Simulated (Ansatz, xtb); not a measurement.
## C5H5OP: which of two isomers lies lower

Structure X is `C=CC1=COC=P1`, a singlet and structure Y is `C=CC1=CP=CO1`, a singlet. Both are isolated molecules in the gas phase, relaxed with r2SCAN-D4/def2-SVP; each stands in its lowest conformer found.

X (Å):

```xyz
12

C    -1.7695    2.3526   -0.8408
C    -2.0647    1.0444   -0.7574
C    -1.2436    0.0222   -0.1219
C    -1.5964   -1.3009   -0.0669
C     0.3497   -1.4259    1.0119
O    -0.7208   -2.1140    0.5594
P     0.3490    0.2576    0.6980
H    -0.8462    2.7607   -0.4157
H    -2.4455    3.0529   -1.3375
H    -3.0041    0.6858   -1.2000
H    -2.4825   -1.8063   -0.4533
H     1.0819   -2.0518    1.5254
```

Y (Å):

```xyz
12

C    -2.0138    2.1662   -0.4909
C    -2.1525    0.8514   -0.7371
C    -1.2989   -0.1938   -0.2131
C    -1.3554   -1.5534   -0.4026
C     0.4541   -0.8541    1.0245
O    -0.2737    0.1943    0.5946
P    -0.0589   -2.3991    0.4738
H    -1.2110    2.5415    0.1495
H    -2.7028    2.8934   -0.9265
H    -2.9623    0.4919   -1.3810
H    -2.1180   -2.0264   -1.0234
H     1.2833   -0.5687    1.6746
```

Quicker runs give these differences E(Y) − E(X): GFN2-xTB −1.0 kcal/mol; HF/STO-3G −2.2 kcal/mol (at GFN2-xTB geometries); r2SCAN-D4/def2-SVP//GFN2-xTB −3.5 kcal/mol.

**Question.** Estimate E(Y) − E(X) at the level CCSD(T)/def2-SVP + ΔMP2/def2-TZVPP.

**Answer.** Calculated at CCSD(T)/def2-SVP + ΔMP2/def2-TZVPP: E(Y) − E(X) = −2.8 kcal/mol, so structure Y lies lower.

Level by level:

| level | geometry | E(Y) − E(X) (kcal/mol) | departure from the last row (kcal/mol) | job, with rough time for the two |
| --- | --- | --- | --- | --- |
| GFN2-xTB | GFN2-xTB | −1.0 | +1.8 | optimisation, 0.12 s |
| HF/STO-3G | GFN2-xTB | −2.2 | +0.7 | single point, 0.52 s |
| r2SCAN-D4/def2-SVP//GFN2-xTB | GFN2-xTB | −3.5 | −0.7 | single point, 6 s |
| r2SCAN-D4/def2-SVP | r2SCAN-D4/def2-SVP | −3.5 | −0.7 | optimisation, 52 s |
| HF/def2-SVP | r2SCAN-D4/def2-SVP | −3.2 | −0.3 | part of the CCSD(T) run |
| MP2/def2-SVP | r2SCAN-D4/def2-SVP | −2.7 | +0.2 | part of the CCSD(T) run |
| CCSD(T)/def2-SVP | r2SCAN-D4/def2-SVP | −2.5 | +0.3 | single point |
| CCSD(T)/def2-SVP + ΔMP2/def2-TZVPP | r2SCAN-D4/def2-SVP | −2.8 |  | single point, 92 s |

As drawn, both hold the same kinds of bond in the same numbers.

None of the levels shown reverses the order. The largest departure from CCSD(T)/def2-SVP + ΔMP2/def2-TZVPP is that of GFN2-xTB, 1.8 kcal/mol. The last row adds to CCSD(T) the change of the MP2 difference between the two basis sets, here −0.3 kcal/mol.

With thermal terms from frequencies at re-optimised GFN2-xTB minima (ideal gas, soft modes damped towards free rotors, one conformer each, 298.15 K, 1 atm): on the last row, ΔE + ΔZPE = −2.8, ΔH = −2.8, ΔG = −2.7 kcal/mol.

The correlated steps freeze 11 core orbitals. Programs: Ansatz 0.2.0, xtb 6.7.1; the last row on 2 threads of Arm Neoverse V2 on a shared host.
